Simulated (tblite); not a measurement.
Start geometry of `C=C[C@@H]1[C@H]([SiH3])[P@H]1=O` from a force field or distance geometry (Å):
```
atom  x, y, z in Å
C1     0.154    2.219   -0.382
C2    -0.297    1.068   -0.909
C3    -1.078    0.144   -0.063
C4    -0.296   -0.704    0.867
Si5    1.565   -0.600    0.667
P6    -1.178   -1.612   -0.453
O7    -2.417   -2.303    0.009
H8     0.734    2.939   -0.929
H9    -0.089    2.465    0.653
H10   -0.075    0.780   -1.931
H11   -2.075    0.565    0.262
H12   -0.669   -0.979    1.881
H13    2.208   -0.569    1.996
H14    1.950   -1.802   -0.108
H15    1.958    0.579   -0.120
H16   -0.400   -2.181   -1.450
```

Question: What comes out of this run: GFN2-xTB geometry optimisation, gas phase (tblite 0.8.0)?

Answer: 
```
atom  x, y, z in Å
C1    -0.3974    2.4408   -0.9176
C2    -0.1223    1.1575   -0.7455
C3    -0.8757    0.2686    0.1388
C4    -0.1112   -0.8563    0.9335
Si5    1.7623   -1.0014    0.7707
P6    -1.2695   -1.4456   -0.3018
O7    -2.5500   -2.1001   -0.0154
H8     0.1699    3.0575   -1.5922
H9    -1.2092    2.9202   -0.3963
H10    0.6945    0.6976   -1.2865
H11   -1.6561    0.7635    0.7140
H12   -0.4942   -0.9719    1.9435
H13    2.2066   -1.9865    1.7550
H14    2.1185   -1.4538   -0.5777
H15    2.3371    0.3184    1.0286
H16   -0.6109   -1.7995   -1.4625
```

The energy falls by 17.2 kcal/mol over 139 L-BFGS steps, the largest force on an atom goes from 2.63 to 0.010 eV/Å, and the atoms move by 0.796 Å rms after alignment. The bond that changes most is C3–C4 (sp3 carbon bound to phosphorus to sp3 carbon bound to silicon), which lengthens by 0.093 Å. Bonds longer at the end by more than 0.005 Å: 3 of 16; shorter: 11. Among the angles that change most is C3–P6–H16, from 121.6° to 110.1°. Among the dihedrals that turn most is C1–C2–C3–H11, from 66° to -4°. Rotational constants go from 2669, 1394, 1029 to 1857, 1550, 921.2 MHz. The orientation of the end geometry is arbitrary; only internal coordinates are fixed.

The run took 0.81 s on one thread, Arm Neoverse V2 (aarch64), no GPU, shared host.

Its GFN2-xTB frequencies are all real (lowest 66 cm⁻¹). The numbers are those of one conformer. 3 starts were optimised and ended at 0.00, 1.59 and 9.61 kcal/mol (GFN2-xTB); the lowest of these is shown.

These are computed values.
